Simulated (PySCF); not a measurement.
Molfile (atoms numbered from 1):
```
B2H9N3O
     RDKit          3D

 15 15  0  0  0  0  0  0  0  0999 V2000
    1.8550    0.5138   -0.5155 N   0  0  0  0  0  0  0  0  0  0  0  0
    0.8012   -0.2733    0.1399 B   0  0  0  0  0  0  0  0  0  0  0  0
    1.3137   -1.2145    1.0595 O   0  0  0  0  0  0  0  0  0  0  0  0
   -0.3348   -0.9565   -0.8579 N   0  0  0  0  0  0  0  0  0  0  0  0
   -1.4543   -0.1439   -0.0753 B   0  0  0  0  0  0  0  0  0  0  0  0
   -0.3792    0.6620    0.7709 N   0  0  0  0  0  0  0  0  0  0  0  0
    2.7555    0.0492   -0.5452 H   0  0  0  0  0  0  0  0  0  0  0  0
    1.6626    0.9444   -1.4120 H   0  0  0  0  0  0  0  0  0  0  0  0
    0.6320   -1.6641    1.5629 H   0  0  0  0  0  0  0  0  0  0  0  0
   -0.3741   -1.9703   -0.7887 H   0  0  0  0  0  0  0  0  0  0  0  0
   -0.2271   -0.7207   -1.8411 H   0  0  0  0  0  0  0  0  0  0  0  0
   -2.1114   -0.8822    0.6414 H   0  0  0  0  0  0  0  0  0  0  0  0
   -2.1177    0.5714   -0.8065 H   0  0  0  0  0  0  0  0  0  0  0  0
   -0.2495    1.6414    0.5277 H   0  0  0  0  0  0  0  0  0  0  0  0
   -0.4466    0.6061    1.7839 H   0  0  0  0  0  0  0  0  0  0  0  0
  1  2  1  0
  2  3  1  0
  2  4  1  0
  4  5  1  0
  5  6  1  0
  6  2  1  0
  1  7  1  0
  1  8  1  0
  3  9  1  0
  4 10  1  0
  4 11  1  0
  5 12  1  0
  5 13  1  0
  6 14  1  0
  6 15  1  0
M  CHG  4   2  -1   4   1   5  -1   6   1
M  END
```

Geometry: PBE0-D3(BJ)/def2-SVP; GIAO shifts from PySCF 2.14.0 with density-fitted response routines, gas phase, non-relativistic, averaged over equivalent atoms.

At WP04/pcSseg-1 (147 basis functions, 13 s wall time on 1 thread of an Arm Neoverse V1, shared host):
| atoms | δ (ppm) |
| --- | --- |
| N4/N6 | 52.8 |
| N1 | 31.0 |
| B2 | 1.1 |
| B5 | -15.3 |
| O3 | 60.5 |
| H13 | 2.29 |
| H12 | 2.22 |
| H11/H14 | 1.61 |
| H10/H15 | 1.54 |
| H9 | 0.37 |
| H7/H8 | 0.10 |

References, each an isolated molecule treated in the same way: NH3 for 15N (σref 246.90); 11B (σref 95.72) against BF3·OEt2; 17O (σref 317.54) vs H2O; 1H (σref 31.56) against TMS.

Estimate the result of repeating the calculation with wB97X-D/pcSseg-1.

Results:


```csv
atoms,δ at wB97X-D/pcSseg-1,change
N4/N6,57.9,+5.1
N1,35.8,+4.8
B2,-1.3,-2.4
B5,-19.2,-3.9
O3,69.3,+8.8
H13,2.74,+0.45
H12,2.68,+0.46
H11/H14,1.53,-0.08
H10/H15,1.44,-0.10
H9,0.35,-0.02
H7/H8,0.07,-0.03
```

Scale: 15N (263.98 ppm) against NH3; BF3·OEt2 for 11B (101.61 ppm); H2O for 17O (333.19 ppm); TMS for 1H (31.38 ppm) (reference shieldings calculated alike).

The largest change is at O3 (oxygen bonded to B, H). Cost: 147 basis functions, 17 s wall time on 1 thread of an Arm Neoverse V1, shared host.

Experimental scales use liquid or dissolved standards, which lie at an offset from isolated NH3 (liquid NH3: subtract about 20 ppm) and H2O (liquid H2O: subtract about 36 ppm).
